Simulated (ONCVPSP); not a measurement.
## Al (Z = 13), ONCV: configuration errors across variants

```json
{
  "Element": "Al",
  "Generator": "ONCVPSP 4.0.1",
  "Type": "optimised norm-conserving Vanderbilt (ONCV)",
  "Functional": "PBE",
  "Relativity": "scalar-relativistic",
  "Frozen core": "[He]",
  "Valence charge": "11",
  "Reference configuration": "2s2 2p6 3s2 3p1",
  "Partial waves": "2s+3s: rc 0.95 bohr, ncon 4, nbas 8, qcut 15.1 1/bohr, 2 projectors; 2p+3p: rc 1.25 bohr, ncon 4, nbas 9, qcut 12 1/bohr, 3 projectors, debl 1.5 Ha",
  "Local potential": "polynomial inside 0.75 bohr (lpopt 5, dvloc0 0 Ha)",
  "Core correction": "polynomial model core, fcfact 0.6"
}
```

All-electron excitation energies from the reference (eV): (1) 2s2 2p6 3s2 3p0 5.761; (2) 2s2 2p6 3s1 3p0 24.987; (3) 2s2 2p6 3s1 3p1 11.571.

1 further variants failed, have other tests or too few solved ones, and are left out.

Errors AE − PS in meV (a dash: test not solved or not reliable):

```csv
change,(1),(2),(3),bound ghosts,GHOST(+) flags above zero
base,+0.2,-0.6,-0.7,none,none
s: qcut 12.3,+0.2,-0.7,-0.8,none,none
s: qcut 17.3,+0.2,-0.5,-0.6,none,none
s: qcut 19.1,+0.2,-1.1,-1.1,none,none
```

**Question.** Give the same row for: s: qcut 10.1.

**Answer.** +0.2, -0.7, -0.8; bound ghosts: none; GHOST(+) flags above zero: none.
